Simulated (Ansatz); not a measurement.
CH$_{4}$SSeSi, SMILES `[SeH][SiH]1CS1`: the same geometry under several functionals.

```yaml
crystal:
  periodic: [false, false, false]
  atoms:
    - {symbol: Se, position_ang: [-1.265178, 1.941999, -0.753332]}
    - {symbol: Si, position_ang: [0.437666, 0.668474, 0.005604]}
    - {symbol: C, position_ang: [0.213719, -1.057249, 0.586565]}
    - {symbol: S, position_ang: [1.134314, -0.983978, -1.046664]}
    - {symbol: H, position_ang: [-1.877312, 0.798175, -1.442563]}
    - {symbol: H, position_ang: [1.391080, 1.561393, 0.696288]}
    - {symbol: H, position_ang: [-0.759266, -1.531760, 0.500554]}
    - {symbol: H, position_ang: [0.817176, -1.454253, 1.397747]}
basis:
  gaussian: {orbitals: def2-TZVPP}
hamiltonian: {xc: pbe0, dispersion: d4}
output: {orbitals: {seedname: orbitals}}
```

```sh
$ ansatz run in.yaml --threads 4 --pin off --events-out ev --progress --plain --max-ram 10444MiB
```

Shortened log:

```
Functional definition: PBE0
1434 factors; their error is unknown
mean field evaluation 1: about -85145.0863 eV, gradient 4.7e1 eV
mean field evaluation 2: about -85138.5272 eV, gradient 6.5e1 eV
mean field evaluation 4: about -85150.2097 eV, gradient 3.0e0 eV
mean field evaluation 8: about -85150.2252 eV, gradient 4.8e-2 eV
mean field evaluation 16: about -85150.6608 eV, gradient 1.6e-4 eV
mean field -85150.66077966 eV, -3129.2290664615 hartree, gradient 2.5e-5 eV, S^2 0.000000; 0 other end points of the search recorded, 0 dependent functions left out
reference -85150.66080832 eV, -3129.2290675147 hartree; 37, 37 occupied and 182, 182 virtual orbitals, 1434 factors
Total energy: -85150.86340246 eV, -3129.2365127123 hartree
```

Run time 3.5 s (4 threads of an AMD EPYC 7R43 on a shared host); peak host memory 0.7 GiB.

Changing it to `hamiltonian: {xc: {name: wB97M-V}}` and forces (abridged; 11 s):

```
Functional definition: wB97M-V
mean field evaluation 16: about -85161.3071 eV, gradient 8.3e-5 eV
mean field -85161.30711708 eV, -3129.6203121454 hartree, gradient 8.3e-5 eV, S^2 0.000000
Total energy: -85161.30716269 eV, -3129.6203138216 hartree
Atom 0 force    -0.002238    -0.121534    -0.029821 eV/Å
Atom 1 force     0.078511     0.089454     0.100014 eV/Å
Atom 2 force    -0.075228    -0.016617     0.123946 eV/Å
Atom 3 force     0.042464     0.002439    -0.092023 eV/Å
Atom 4 force     0.046454     0.075513     0.048550 eV/Å
Atom 5 force    -0.116587    -0.111725    -0.084649 eV/Å
Atom 6 force     0.091770     0.042650     0.013016 eV/Å
Atom 7 force    -0.065146     0.039819    -0.079034 eV/Å
Dipole moment:    -0.155603     0.031255     0.220232 e Å
```

Changing it to `hamiltonian: {xc: {name: B3LYP}, dispersion: d4}` and forces (abridged; 4.8 s):

```
Functional definition: B3LYP
mean field evaluation 16: about -85168.6733 eV, gradient 3.8e-5 eV
mean field -85168.67327169 eV, -3129.8910133346 hartree, gradient 3.8e-5 eV, S^2 0.000000
Total energy: -85169.06385870 eV, -3129.9053671422 hartree
Atom 0 force    -0.121385     0.129406    -0.041338 eV/Å
Atom 1 force     0.162281     0.133256     0.184604 eV/Å
Atom 2 force    -0.167714    -0.082073     0.309181 eV/Å
Atom 3 force     0.222723    -0.135250    -0.369387 eV/Å
Atom 4 force    -0.041728    -0.021041    -0.031306 eV/Å
Atom 5 force    -0.062951    -0.054807    -0.037660 eV/Å
Atom 6 force     0.076558     0.019799     0.034405 eV/Å
Atom 7 force    -0.067784     0.010710    -0.048499 eV/Å
Dipole moment:    -0.159666     0.031603     0.221636 e Å
```

B3LYP takes the VWN-RPA correlation (the form of Gaussian; ORCA's B3LYP/G).
